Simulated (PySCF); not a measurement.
All values below come from PBE-D3(BJ)/def2-TZVP // PBE0-D3(BJ)/def2-SVP run with PySCF. All species are isolated molecules in the gas phase. Excitations are Tamm–Dancoff values on a coarser integration grid. The basis has no diffuse functions, so Rydberg states are missing or too high.

Reference species (SMILES): `C[O][Sn]([F])([F])[F]` (neutral, multiplicity 1).

```yaml
LUMO: -4.18 eV
S1 excitation (TDA): 3.49 eV
HOMO: -7.52 eV
S1 oscillator strength: 0.004
```

After one change: the LUMO falls by 0.73 eV; the S1 excitation (TDA) rises by 1.95 eV; the HOMO falls by 2.70 eV; the S1 oscillator strength is nearly the same.

Q: What was changed between the two runs? The new species is one of these.
(A) `[F][Sn]([F])([F])[F]`
(B) `C[O][Sn]([F])([F])[O]C` (C–O–Sn–F torsion 56°, F–Sn–O–C torsion -58°)
(C) `C[O][Sn]([O]C)([O]C)[O]C`
(D) `C[O][Sn]([F])([O]C)[O]C`

A: A, `[F][Sn]([F])([F])[F]`
